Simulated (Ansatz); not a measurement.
`CN(C)[SiH](N)F`, charge 0, multiplicity 1.

Give a relaxed structure at PBE0-D4/def2-TZVP (the Gaussian-basis code of Ansatz). (Best estimate.)

Computed: 
Z-matrix (Å, degrees):
```
C
N 1 1.444
H 1 1.098 2 110.7
H 1 1.099 2 111.9 3 -119.7
H 1 1.091 2 110.5 3 119.6
C 2 1.444 1 113.3 3 60.5
Si 2 1.703 1 121.9 3 -134.4
H 6 1.098 2 110.5 1 -59.9
H 6 1.099 2 111.8 1 59.7
H 6 1.090 2 110.7 1 -179.4
N 7 1.695 2 109.0 1 45.0
F 7 1.605 2 104.6 1 169.0
H 7 1.484 2 118.0 1 -75.5
H 11 1.007 7 122.3 2 50.4
H 11 1.006 7 120.9 2 -155.1
```
This is one stationary point; other conformers may exist.
